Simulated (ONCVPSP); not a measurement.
## PW91 ONCV dataset for vanadium (V), scalar-relativistic all-electron reference.

vanadium (V), optimised norm-conserving Vanderbilt (ONCV), made with ONCVPSP 4.0.1 (PW91, scalar-relativistic). Core [Ar], reference 3d3 4s1.5 4p0.5. Waves: 4s: rc 2.90 bohr, ncon 4, nbas 8, qcut 2.4 1/bohr, 2 projectors, debl 4 Ha; 4p: rc 2.80 bohr, ncon 4, nbas 7, qcut 3.4 1/bohr, 2 projectors, debl 1.6 Ha; 3d: rc 1.80 bohr, ncon 3, nbas 8, qcut 7.2 1/bohr, 3 projectors, debl 3.5 Ha. Local part: polynomial inside 1.75 bohr (lpopt 5, dvloc0 0 Ha). Core correction: Teter function, fcfact 4.25, rcfact 1.2.

All-electron outer shells of the reference configuration (PW91, scalar-relativistic, ld1.x):

```
shell  level (eV)  outermost node (bohr)  outermost maximum (bohr)
   3s      -70.98                   0.38                      0.82
   3p      -44.82                   0.35                      0.84
   3d       -5.92                      –                      0.90
   4s       -5.19                   1.17                      2.72
   4p       -1.82                   1.30                      3.59
```

(1) Estimate the cutoffs (Ha) at which the residual kinetic energy of the hardest occupied pseudo-wave falls to 1 and 0.1 mHa per electron.

(2) Does the potential have ghost states?

(3) Which valence shell sets the plane-wave cutoff?

(4) Tests: 3d3 4s2 4p0; 3d3 4s1 4p0; 3d3 4s0 4p0; 3d2 4s2 4p1. Which has the largest error in its energy relative to the reference configuration, and how large is it?

Results:

(1) 22 Ha and 27 Ha. The cutoffs count occupied waves only; projector 3 of the d channel, the hardest unoccupied one, needs 81 Ha at the loose tolerance.

(2) No bound ghost flagged; GHOST(+) flagged for p at 72.7 eV, s at 85.5 eV.

(3) 3d: 22 Ha for 1 mHa per electron, against 3 Ha for 4s.

(4) 3d3 4s0 4p0, with +51 meV (all-electron minus pseudo) on +20.45 eV.
